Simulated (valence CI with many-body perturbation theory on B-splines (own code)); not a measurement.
Ag16+: electric-dipole lines

Method: configuration interaction combined with many-body perturbation theory (CI+MBPT): three valence electrons over a frozen Dirac-Fock core [Ar] 3d10, radial functions for each j: 11 s, 11 p, 9 d, 7 f, 5 g, 2 h, 1 i, with the one-electron correlation potential Σ1 (screened to all orders), the two-electron term Σ2, the three-electron term Σ3, Breit, model QED; selected single and double excitations, second order for the rest (own B-spline code, finite nucleus).

No measured levels were compared; by estimate levels hold to about 250 cm⁻¹ or 0.2 % of their energy and the worst to 1 %, as in measured heavy ions of charge 2 to 7; those with d or f electrons hold less well.

Lines 51 to 100 of 279 in falling wavelength, among levels below 1359800 cm⁻¹, chosen from the strongest by gf and those to the six lowest levels. Wavelengths and rates use the calculated energies, so an error of 1000 cm⁻¹ moves a line at 282.7 Å by 0.28 % and its rate by three times that or more. Electric multipoles are in the length gauge, E1 and E2 with the static RPA response of the core. Weak lines are less certain than strong ones. Lines between different terms over intervals too small for the method are left out, as are lines whose strength nearly cancels. The highest levels of a list are the least certain.

Names give the largest LS component (configuration and term), which can be under half, so a name can repeat, a term be missing and a line seem to break the LS rules; names also repeat where a configuration has a term twice. Letters in brackets count levels of one name in rising energy.

| λ vac (Å) | Upper | Lower | A (s⁻¹) | log gf | Branch % |
| --- | --- | --- | --- | --- | --- |
| 282.7 | 4p³ ²D°_5/2 | 4s4p² ²D_3/2 | 2.85e+09 | -0.69 | 15.2 |
| 282.6 | 4p²4d ²G_7/2 | 4s4p4d ²F°_5/2 [a] | 2.58e+09 | -0.61 | 9.0 |
| 281.8 | 4s4p² ²P_1/2 | 4s²4p ²P°_3/2 | 1.52e+09 | -1.44 | 2.7 |
| 279.9 | 4p²4d ⁴F_7/2 | 4s4p4d ⁴P°_5/2 | 9.34e+09 | -0.06 | 38.1 |
| 279.8 | 4p³ ⁴S°_3/2 [a] | 4s4p² ⁴P_5/2 | 1.58e+10 | -0.13 | 41.8 |
| 279.8 | 4p²4d ⁴F_3/2 | 4s4p4d ⁴F°_3/2 | 5.25e+09 | -0.61 | 17.9 |
| 279.4 | 4s4p4d ²F°_7/2 [a] | 4s²4d ²D_5/2 | 7.59e+09 | -0.15 | 16.2 |
| 278.7 | 4p²4d ⁴P_5/2 | 4s4p4d ⁴D°_7/2 | 1.13e+10 | -0.10 | 6.7 |
| 277.7 | 4p²4d ²P_1/2 [a] | 4s4p4d ⁴P°_3/2 | 9.91e+09 | -0.64 | 9.0 |
| 276.5 | 4p²4d ⁴P_3/2 | 4s4p4d ⁴D°_5/2 | 5.99e+09 | -0.56 | 3.6 |
| 271.7 | 4p²4d ²F_7/2 [a] | 4s4p4d ⁴F°_7/2 | 4.79e+09 | -0.37 | 27.0 |
| 271.5 | 4p²4d ²F_7/2 [b] | 4s4p4d ²F°_7/2 [a] | 3.25e+09 | -0.54 | 1.8 |
| 271.0 | 4p²4d ⁴D_7/2 | 4s4p4d ⁴D°_7/2 | 3.43e+09 | -0.52 | 12.2 |
| 268.2 | 4s4p4d ²P°_3/2 [a] | 4s²4d ²D_3/2 | 6.41e+09 | -0.56 | 4.3 |
| 268.1 | 4p²4d ⁴P_3/2 | 4s4p4d ²F°_5/2 [a] | 4.38e+09 | -0.72 | 2.6 |
| 267.5 | 4p²4d ⁴F_7/2 | 4s4p4d ⁴F°_7/2 | 3.44e+09 | -0.53 | 14.0 |
| 265.4 | 4p²4d ²F_5/2 [a] | 4s4p4d ⁴F°_5/2 | 5.27e+09 | -0.48 | 30.7 |
| 263.8 | 4p³ ⁴S°_3/2 [a] | 4s4p² ⁴P_3/2 | 6.54e+09 | -0.56 | 17.3 |
| 263.1 | 4s4p² ²D_3/2 | 4s²4p ²P°_1/2 | 1.33e+10 | -0.26 | 98.3 |
| 262.9 | 4s4p4d ²F°_7/2 [b] | 4s²4d ²D_5/2 | 1.60e+10 | 0.12 | 11.0 |
| 259.6 | 4p²4d ⁴F_9/2 | 4s4p4d ⁴F°_7/2 | 4.86e+09 | -0.31 | 24.1 |
| 258.1 | 4p²4d ²F_5/2 [b] | 4s4p4d ²D°_5/2 [a] | 3.23e+09 | -0.71 | 1.8 |
| 258.0 | 4p²4d ²F_7/2 [a] | 4s4p4d ⁴F°_5/2 | 4.16e+09 | -0.48 | 23.5 |
| 257.2 | 4p²4d ²P_1/2 [b] | 4s4p4d ²D°_3/2 [a] | 1.49e+10 | -0.53 | 9.4 |
| 257.1 | 4p²4d ²D_5/2 | 4s4p4d ²D°_3/2 [a] | 3.51e+09 | -0.68 | 2.3 |
| 256.4 | 4p²4d ²D_3/2 [a] | 4s4p4d ⁴D°_5/2 | 7.85e+09 | -0.51 | 11.9 |
| 254.5 | 4s4p4d ²F°_5/2 [b] | 4s²4d ²D_3/2 | 2.09e+10 | 0.09 | 14.1 |
| 253.9 | 4p²4d ⁴D_5/2 | 4s4p4d ⁴F°_7/2 | 8.19e+09 | -0.32 | 16.8 |
| 252.7 | 4p³ ⁴S°_3/2 [b] | 4s4p² ⁴P_5/2 | 1.02e+10 | -0.41 | 22.4 |
| 251.2 | 4p²4d ²D_3/2 [b] | 4s4p4d ⁴D°_5/2 | 6.62e+09 | -0.60 | 4.1 |
| 250.6 | 4p³ ²P°_1/2 | 4s4p² ²D_3/2 | 2.83e+10 | -0.27 | 68.9 |
| 250.0 | 4p³ ²D°_5/2 | 4s4p² ⁴P_5/2 | 4.00e+09 | -0.65 | 21.4 |
| 249.8 | 4p²4d ⁴D_7/2 | 4s4p4d ⁴F°_9/2 | 8.28e+09 | -0.21 | 29.5 |
| 249.6 | 4p²4d ²P_3/2 [a] | 4s4p4d ⁴F°_3/2 | 1.17e+10 | -0.36 | 25.4 |
| 249.4 | 4p²4d ⁴P_5/2 | 4s4p4d ⁴D°_3/2 | 5.97e+09 | -0.48 | 3.6 |
| 249.2 | 4p²4d ²D_3/2 [a] | 4s4p4d ²F°_5/2 [a] | 1.00e+10 | -0.43 | 15.2 |
| 248.1 | 4p²4d ⁴D_1/2 | 4s4p4d ⁴F°_3/2 | 1.65e+10 | -0.52 | 42.2 |
| 246.8 | 4p²4d ⁴P_3/2 | 4s4p4d ⁴D°_3/2 | 8.04e+09 | -0.53 | 4.8 |
| 246.4 | 4p²4d ²F_5/2 [b] | 4s4p4d ⁴D°_7/2 | 5.21e+09 | -0.55 | 2.8 |
| 246.0 | 4p²4d ²G_9/2 | 4s4p4d ⁴F°_9/2 | 1.03e+10 | -0.03 | 51.0 |
| 246.0 | 4p²4d ²D_3/2 [b] | 4s4p4d ²D°_3/2 [a] | 8.09e+09 | -0.53 | 5.0 |
| 245.6 | 4p²4d ⁴P_5/2 | 4s4p4d ⁴P°_5/2 | 1.12e+10 | -0.22 | 6.6 |
| 244.5 | 4p²4d ²G_7/2 | 4s4p4d ⁴F°_7/2 | 4.93e+09 | -0.45 | 17.2 |
| 242.2 | 4p³ ⁴S°_3/2 [a] | 4s4p² ⁴P_1/2 | 8.93e+09 | -0.50 | 23.6 |
| 242.2 | 4p³ ²P°_3/2 | 4s4p² ²D_5/2 | 1.45e+10 | -0.29 | 42.7 |
| 241.9 | 4p²4d ⁴D_5/2 | 4s4p4d ⁴F°_5/2 | 1.06e+10 | -0.25 | 21.7 |
| 241.6 | 4p²4d ⁴D_3/2 | 4s4p4d ⁴F°_5/2 | 6.73e+09 | -0.63 | 11.1 |
| 241.1 | 4s4p² ²S_1/2 | 4s²4p ²P°_3/2 | 4.03e+10 | -0.15 | 89.5 |
| 240.8 | 4s4p² ²P_1/2 | 4s²4p ²P°_1/2 | 5.36e+10 | -0.03 | 97.2 |
| 240.5 | 4s4p4d ²P°_1/2 [b] | 4s²4d ²D_3/2 | 4.12e+10 | -0.15 | 25.8 |
